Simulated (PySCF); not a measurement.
C2H4BFO3.
Numbering: `[OH:1][B:2]1[O:3][CH2:4][C@@H:5]([F:6])[O:7]1` (hydrogens: H8 on O1; H9, H10 on C4; H11 on C5)

Jobs on this species (11 atoms, 54 electrons) with PySCF (density fitting). Hardware of each: Arm Neoverse V1, one thread, no GPU (shared host). The host was shared with other jobs, so the times are rough. Peak memory is the resident size of the whole Python process, interpreter and libraries included.

```
                level and settings                                                                         work  basis functions  SCF cycles  wall time  peak memory
                       B97-2/pcJ-1  spin–spin couplings from 8 perturbed nuclei, spin–dipole term for 2 of them              229           ?          ?            ?
                      B3LYP/6-31G*  spin–spin couplings from 8 perturbed nuclei, spin–dipole term for 2 of them              106          14       17 s     0.89 GiB
                BHandHLYP/pcSseg-1                                           shieldings, ring-centre shieldings              139          12       11 s     0.73 GiB
PBE0-D3(BJ)/def2-SVP, grid level 1                 geometry optimisation from a GFN2-xTB start shaken at random              118          52       39 s     0.51 GiB
                     PBE0/pcSseg-0              shieldings, ring-centre shieldings, charges and field gradients               71          12      5.6 s     0.45 GiB
                     OPBE/pcSseg-1                                           shieldings, ring-centre shieldings              139          16       18 s     0.73 GiB
                   BHandHLYP/pcJ-1  spin–spin couplings from 8 perturbed nuclei, spin–dipole term for 2 of them              229          13       45 s     0.96 GiB
                      PBE0/cc-pVTZ              shieldings, ring-centre shieldings, charges and field gradients              266          12       35 s      1.1 GiB
                PBE0/6-311+G(2d,p)              shieldings, ring-centre shieldings, charges and field gradients              213          14       25 s     0.96 GiB
```

Question: Fill in the missing figures.

Answer: 
- B97-2/pcJ-1; spin–spin couplings from 8 perturbed nuclei, spin–dipole term for 2 of them: 47 s, 0.96 GiB, 13 SCF cycles

Question: What do all jobs in the table cost together?

Answer: About 4.0 min; the longest takes about 19 % of that, and about 8.4 times as long as the shortest.
